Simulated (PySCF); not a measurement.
Give a GFN2-xTB geometry of CF3SO3H, `FC(S(O)(=O)=O)(F)F`.

```
atom  x, y, z in Å
O1    -0.9310    0.0327    1.6154
S2    -0.7882   -0.2588    0.2336
O3    -1.3972   -1.3894   -0.3512
O4    -1.1358    1.0362   -0.6081
C5     1.0390   -0.3156   -0.1473
F6     1.5650    0.8480    0.2243
F7     1.6387   -1.2915    0.5124
F8     1.2319   -0.4772   -1.4450
H9    -1.2090    1.8215   -0.0593
```

Orientation and origin are arbitrary. Atoms count from 1 in this order. S2 (sulfonyl sulfur) is distorted tetrahedral (angles from 97.5° to 121.6°). The O–S distances run from 1.411 Å (S2=O3, drawn double) to 1.583 Å (S2–O4, drawn single), a spread of 0.172 Å.

Bonds between heavy atoms (Å): O1=S2 1.419, S2=O3 1.411, S2–O4 1.583, S2–C5 1.867, C5–F6 1.330, C5–F7 1.322, C5–F8 1.322.

Computed geometry: GFN2-xTB, gas phase.

Not checked by GFN2-xTB frequencies. The numbers are those of one conformer (O1–S2–O4–H 11°).
